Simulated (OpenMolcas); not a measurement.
# Mn⁵⁺: effect of the active space

```
Program             : OpenMolcas
Method              : SS-CASPT2 or its RAS form, IPEA 0.25 Eh, imaginary shift 0.1 Eh
Basis               : ANO-R2
Scalar Hamiltonian  : X2C, finite nucleus
Spin-orbit coupling : state interaction with AMFI integrals over the reference wave functions, term energies averaged over their components
```

A. 2 electrons in 5 orbitals (3d); 2S+1 = 3 even, 10 roots; 2S+1 = 1 even, 15 roots; closed shells correlated: 3s 3p; CASPT2 step about 2.5 core-seconds
B. 8 electrons in 8 orbitals (RAS1 3p, at most 2 holes; RAS2 3d); 2S+1 = 3 even, 10 roots; 2S+1 = 1 even, 15 roots; closed shells correlated: 3s; CASPT2 step about 18 core-seconds
C. 2 electrons in 10 orbitals (3d 4d); 2S+1 = 3 even, 10 roots; 2S+1 = 1 even, 15 roots; closed shells correlated: 3s 3p; CASPT2 step about 70 core-seconds

Energies in cm⁻¹ above 3d² ³F₂, the measured ground level; measured values from Corliss and Sugar, J. Phys. Chem. Ref. Data 6, 1253 (1977).

| Level | A | B | C | Measured |
| --- | --- | --- | --- | --- |
| 3d² ³F₂ | 0.0 | 0.0 | 0.0 | 0.0 |
| 3d² ³F₃ | 742 | 770 | 746 | 746 |
| 3d² ³F₄ | 1677 | 1738 | 1685 | 1669 |
| 3d² ¹D₂ | 15300 | 15640 | 15310 | 15336 |
| 3d² ³P₀ | 18570 | 18560 | 18500 | 17782 |
| 3d² ³P₁ | 18830 | 18830 | 18760 | 18057 |
| 3d² ³P₂ | 19420 | 19450 | 19340 | 18628 |
| 3d² ¹G₄ | 26340 | 26040 | 26320 | 25511 |
| 3d² ¹S₀ | 60570 | 59800 | 60720 |  |

Deviations, from unrounded energies. A percentage is the sum of absolute deviations over the sum of measured energies, with the sign that they share, or ± where signs differ.

```csv
Against measurement,Levels,A,B,C
mean absolute deviation (cm-1),7,460,470,430
fine structure of the ground term (%),2,±0.5,+3.8,±0.7
other terms of the ground configuration (%),5,±3.4,+3.4,±3.1
```

C lies closest to measurement on these levels and B furthest from it. The largest miss of C in the table is 3d² ¹G₄, by +810 cm-1. The ranking rests on the paired levels alone, and a cruder setting can come out closer through cancelling errors.

The two smallest mean deviations differ by little beside CASPT2's spread within terms, so their order carries little weight.

Among A to C the level of the table that moves most is 3d² ¹S₀, by 920 cm-1 (lowest in B, highest in C). Moves below CASPT2's spread within the term are not significant.

Term energies are means over components that CASPT2 splits; among the terms shown or strongly mixed into the levels shown the widest spread is 780 cm-1 (3d² ³F, C). Active for correlation alone: 3p; no level in the range computed is led by a configuration that opens it, so any true level of that kind is missing (holds for B). Active for correlation alone: 4d; no level in the range computed is led by a configuration that fills it, so any true level of that kind is missing (holds for C). Measured partners are found by configuration, term and J. A level has none where our copy of the source lacks it or the pairing is in doubt (some pairs that miss far off the trend of their configuration count as doubtful), and it then counts in no deviation. Only configurations of the active space appear.
